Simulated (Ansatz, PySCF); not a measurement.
Torsion H4–O1–B2–O3 in BH3O2 (SMILES OBO); at each angle all else is relaxed with GFN2-xTB, and the levels are single points there.
Geometry at 0° (charge 0, multiplicity 1):
```xyz
6

O     -1.2513    -0.2707    -0.3954
B     -0.2030     0.5510    -0.2532
O      0.3459     0.7110     0.9771
H     -1.5306    -0.6894     0.4210
H      0.1890     1.0963    -1.2182
H      1.0912     1.3033     1.0435
```
Energies count from the point at 0°.

Correlated levels freeze the cores. CBS: X⁻³ extrapolation of the correlation energy, Hartree–Fock from the larger set.

Codes used: Ansatz (a first-principles code) with Gaussian orbitals; PySCF for M06-2X. Each number belongs to the level named beside it.

Energies in kcal/mol.

| dihedral (°) | B3LYP/def2-TZVPP | M06-2X/def2-TZVPP | SCS-MP2/cc-pVDZ | CCSD(T)/CBS(cc-pVTZ, cc-pVQZ) |
|---|---|---|---|---|
| 0 | 0.00 | 0.00 | 0.00 | 0.00 |
| 30 | 2.38 | 2.41 | 2.63 | 2.45 |
| 60 | 7.51 | 7.57 | 8.50 | 7.76 |
| 90 | 10.36 | 10.37 | 12.06 | 10.75 |
| 120 | 7.88 | 7.91 | 9.11 | 8.14 |
| 150 | 3.26 | 3.34 | 3.97 | 3.31 |
| 180 | 1.19 | 1.29 | 1.71 | 1.16 |
| 210 | 3.26 | 3.34 | 3.98 | 3.32 |
| 240 | 7.89 | 7.91 | 9.11 | 8.14 |
| 270 | 10.36 | 10.37 | 12.06 | 10.75 |
| 300 | 7.51 | 7.56 | 8.50 | 7.76 |
| 330 | 2.38 | 2.41 | 2.63 | 2.45 |
